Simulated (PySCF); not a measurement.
C₂H₆F₂OSi, SMILES OC[Si@H](F)CF.

Geometry: TPSSh-D3(BJ)/def2-SVP. The structure was generated by enumeration; whether it is a known compound was not checked. Other conformers were not sampled.

Method: CAM-B3LYP/def2-TZVP run with PySCF.

Gas-phase values at a fixed geometry.

Estimate the frontier levels, gap, dipole moment and polarisability. (The exact figures need the calculation; the answer reports its results.)


```json
{
 "highest_occupied_level": "-9.14 eV",
 "lowest_empty_level": "1.02 eV",
 "orbital_gap": "10.17 eV",
 "dipole_moment": "0.290 e·Å",
 "quadrupole, principal values (traceless, Buckingham form, about the centre of nuclear charge)": "-12.29, 1.04, 11.25 D·Å",
 "mean_static_polarisability": "52.6 bohr³ (7.79 Å³)",
 "polarisability_principal_values": "47.7, 51.0, 59.0 bohr³"
}
```
